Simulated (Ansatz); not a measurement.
Reaction (redistribution): `O[Si](F)(Cl)Cl` + `O[SiH2]N[Si](O)(F)F` → `O[SiH2]N[Si](O)(Cl)Cl` + `O[Si](F)(F)F`

Calculated with Ansatz (gas phase, PBE0-D4/def2-TZVP geometries, no zero-point term in ΔE). CCSD(T)/CBS is the MP2 limit (def2-TZVPP, def2-QZVPP) plus CCSD(T) − MP2 in def2-TZVPP, frozen cores. Functionals use def2-TZVPP. Each species was taken in one conformer, which may not be the lowest.

| level | ΔE (kcal/mol) |
| --- | --- |
| ωB97M-V | -0.5 |
| MP2/CBS(def2) | -1.9 |

Task: What does CCSD(T)/CBS give? (Estimate.)

Result: The calculation gave: -1.4 kcal/mol. The listed levels differ from it by 0.9, -0.5 kcal/mol.

Largest T1 diagnostic among the species: 0.011.

In def2-TZVPP, CCSD(T) changes the Hartree–Fock value by −1.2 kcal/mol (the triples alone add −0.2 kcal/mol) and MP2 by −1.7 kcal/mol.
